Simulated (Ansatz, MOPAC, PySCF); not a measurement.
Isomers of CH6Si2. Gas-phase values, no solvent. Strings in code marks are SMILES.

Quantity: electronic energy of isomers of CH6Si2 relative to `C1[SiH2][SiH2]1`, in kJ/mol. The restricted reference of `C[SiH]=[SiH2]`, `C=[SiH][SiH3]` and `[SiH2]=C[SiH3]` is unstable towards unrestricted orbitals. Semi-empirical values (MOPAC) are differences of heats of formation.

Level 1: frozen-core CCSD(T)/cc-pVDZ // PBE0-D3(BJ)/def2-TZVP (Ansatz, a first-principles code)
Level 2: B3LYP/cc-pVTZ // PBE0-D3(BJ)/def2-TZVP (Ansatz)
Level 3: PBE-D3(BJ)/def2-TZVP // PBE0-D3(BJ)/def2-TZVP (PySCF)
Level 4: AM1 // PBE0-D3(BJ)/def2-TZVP (MOPAC)

```
species           level 1     level 2     level 3     level 4
----------------  -------  ----------  ----------  ----------
`[SiH2]=C[SiH3]`    18.36       25.23       41.69      -28.02
`C[SiH]=[SiH2]`      9.52       19.67       24.09  (withheld)
`C=[SiH][SiH3]`     20.74  (withheld)  (withheld)       37.18
```

Fill in the missing entries.


- `C[SiH]=[SiH2]`, level 4: 60.5
- `C=[SiH][SiH3]`, level 2: 30.06
- `C=[SiH][SiH3]`, level 3: 41.9
